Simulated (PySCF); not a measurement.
MF₃ across the fifth-period p block

Level: PBE0, basis family def2-TZVP, scalar-relativistic core potentials from Rb on and no relativity for lighter atoms.

Each entry is the lowest minimum that a search over a few typed start shapes (and spin states, where more than one is plausible) found, or that minimum re-optimised at the stated level; isomers with ligand–ligand bonds, or fragments after loss of a ligand pair, can lie lower. Open shells are unrestricted; no spin–orbit coupling; PySCF with density fitting.

```tsv
molecule	2S+1	point group	mean bond to the central atom (Å)	highest ω (cm⁻¹)	polar-tensor charge of the central atom	lowest ω (cm⁻¹)	dipole (D)
InF₃	1	D3h	1.919	637	1.96	125	0.00
SbF₃	1	C3v	1.886	668	1.90	199	3.77
IF₃	1	C2v	1.909	673	1.81	198	2.19
```

Left out of the table are members whose search was unfinished or whose lowest solution was spin-contaminated, unstable, very soft or bonded differently.
